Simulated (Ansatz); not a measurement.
A run on F3HfI (`[F][Hf]([F])([F])[I]`) with other settings.

```yaml
crystal:
  periodic: [false, false, false]
  atoms:
    - {symbol: F, position_ang: [-0.752838, -0.292656, 1.759077]}
    - {symbol: Hf, position_ang: [0.004697, -0.156690, 0.034745]}
    - {symbol: F, position_ang: [1.742752, -0.893408, 0.080809]}
    - {symbol: F, position_ang: [-1.045866, -1.166992, -1.165790]}
    - {symbol: I, position_ang: [0.101156, 2.436048, -0.750241]}
basis:
  gaussian: {orbitals: def2-TZVP}
hamiltonian: {xc: {name: revPBE0}, dispersion: d3bjatm}
scf: {lower_state_search: full}
```

```sh
$ ansatz run in.yaml --threads 4 --pin off --events-out ev --progress --plain --max-ram 10444MiB
```

It prints (some lines left out):

```
Functional definition: revPBE0
1279 factors; their error is unknown
mean field evaluation 1: about -17562.2797 eV, gradient 6.4e1 eV
mean field evaluation 2: about -17535.3506 eV, gradient 1.5e2 eV
mean field evaluation 4: about -17568.3198 eV, gradient 5.1e0 eV
mean field evaluation 8: about -17568.3728 eV, gradient 4.7e-2 eV
mean field evaluation 16: about -17568.6917 eV, gradient 6.6e-5 eV
mean field -17568.69168528 eV, -645.6375109470 hartree, gradient 6.6e-5 eV, S^2 0.000000; 3 other end points of the search recorded, 0 dependent functions left out
reference -17568.69172700 eV, -645.6375124803 hartree; 32, 32 occupied and 151, 151 virtual orbitals, 1279 factors
Total energy: -17568.88224144 eV, -645.6445137569 hartree
```

Run time 4.1 s (4 threads of an Arm Neoverse V2 on a shared host); peak host memory 0.46 GiB.
